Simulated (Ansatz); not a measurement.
C$_{2}$H$_{5}$BrN$_{2}$, SMILES `CNC(=N)Br`, relaxed with RKS PBE0-D4/def2-TZVP in Ansatz from a PBE-D4/def2-SVP geometry. The force threshold is 0.005 eV/Å; the program also tests the step.

Total charge 0; spin multiplicity 1.

Start:

```xyz
10

C    -0.696    0.099    1.217
N     0.015   -0.656    0.203
C     0.490   -0.042   -0.914
N     0.293    1.172   -1.223
Br    1.515   -1.345   -2.018
H    -0.022    0.761    1.806
H    -1.455    0.743    0.732
H    -1.203   -0.604    1.904
H     0.392   -1.576    0.427
H     0.671    1.448   -2.134
```

Problem. By how much does the energy fall, and how many steps does the optimiser take? (Estimate.)

Solution. The calculation gave: 0.06 eV, in 11 steps, 1 of them rejected.

Problem. Which bonds change most? (An estimate is asked.)

Solution. The calculation gave: C3–Br5 from 1.992 to 1.950 Å; C1–H6 from 1.114 to 1.094 Å; C1–H8 from 1.106 to 1.089 Å; C1–H7 from 1.107 to 1.091 Å.

Problem. Give the relaxed structure. (An estimate is asked.)

Solution. Computed: 
```xyz
10

C    -0.697    0.104    1.199
N    -0.003   -0.660    0.190
C     0.490   -0.049   -0.902
N     0.321    1.160   -1.188
Br    1.487   -1.309   -2.007
H    -0.037    0.832    1.682
H    -1.526    0.650    0.747
H    -1.087   -0.584    1.948
H     0.322   -1.585    0.398
H     0.731    1.440   -2.068
```
